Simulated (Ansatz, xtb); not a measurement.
Two isomers of C4H4N2OSe

Structure a: `CC(=O)c1cn[se]n1`, a singlet. Structure b: `CC(=O)c1ncn[se]1`, a singlet. Both are isolated molecules in the gas phase, relaxed with PBE0-D3(BJ)/def2-SVP, each in the lowest conformer that the search found.

a (Å):

```xyz
12

C     0.1769    1.4084   -0.2797
C    -0.6275    0.1448   -0.2221
C    -1.7340    0.0860    0.7869
C    -2.5781   -1.0776    0.9389
N    -3.5046   -1.0069    1.8500
N    -1.9897    1.0927    1.5838
O    -0.4296   -0.8109   -0.9367
Se   -3.3697    0.6159    2.6193
H     0.6393    1.6051    0.6994
H    -0.4813    2.2657   -0.4868
H     0.9455    1.3178   -1.0561
H    -2.4598   -1.9787    0.3301
```

b (Å):

```xyz
12

C     1.4729   -0.3705    0.7217
C     0.6016   -0.2338   -0.4880
C    -0.2775    0.9680   -0.5462
C    -1.2665    2.8536   -0.0283
N    -0.3606    1.9059    0.3493
N    -1.9257    2.7659   -1.1528
O     0.5704   -1.0257   -1.4025
Se   -1.4119    1.2617   -1.9953
H     2.1293    0.5084    0.8105
H     0.8518   -0.3826    1.6302
H     2.0656   -1.2895    0.6463
H    -1.4446    3.7103    0.6302
```

Q: Estimate which is lower in electronic energy at CCSD(T)/def2-SVP + ΔMP2/def2-TZVPP, and by roughly how much.

A: The CCSD(T)/def2-SVP + ΔMP2/def2-TZVPP calculation puts structure b lower, by 20.4 kJ/mol.

Level by level:

```csv
level,geometry,E(b) − E(a) (kJ/mol),departure from the last row (kJ/mol),"job, with rough time for the two"
GFN2-xTB,GFN2-xTB,−15.0,+5.4,"optimisation, 0.17 s"
HF/STO-3G,GFN2-xTB,−12.1,+8.3,"single point, 0.62 s"
r2SCAN-D4/def2-SVP,GFN2-xTB,−33.2,−12.8,"single point, 4.5 s"
PBE0-D3(BJ)/def2-SVP,PBE0-D3(BJ)/def2-SVP,−31.0,−10.7,"optimisation, 46 s"
HF/def2-SVP,PBE0-D3(BJ)/def2-SVP,−34.1,−13.7,part of the CCSD(T) run
MP2/def2-SVP,PBE0-D3(BJ)/def2-SVP,−28.4,−8.0,part of the CCSD(T) run
CCSD(T)/def2-SVP,PBE0-D3(BJ)/def2-SVP,−27.4,−7.0,single point
CCSD(T)/def2-SVP + ΔMP2/def2-TZVPP,PBE0-D3(BJ)/def2-SVP,−20.4,,"single point, 2.3 min"
```

As drawn, b has 1 C∷N, 1 C∷Se in place of 1 C∷C, 1 N∷Se (∷ is an aromatic bond).

The levels shown agree on the order. The largest departure from CCSD(T)/def2-SVP + ΔMP2/def2-TZVPP is that of HF/def2-SVP, 13.7 kJ/mol. The last row adds to CCSD(T) the change of the MP2 difference between the two basis sets, here +7.0 kJ/mol.

With thermal terms from frequencies at re-optimised GFN2-xTB minima (ideal gas, soft modes damped towards free rotors, one conformer each, 298.15 K, 1 atm): on the last row, ΔE + ΔZPE = −20.2, ΔH = −19.9, ΔG = −20.7 kJ/mol.

The correlated steps freeze 16 core orbitals; the filled d shell of Se is correlated, in a basis made for valence electrons. Run with Ansatz 0.2.0, xtb 6.7.1; the last row on 4 threads of Arm Neoverse V1 on a shared host.
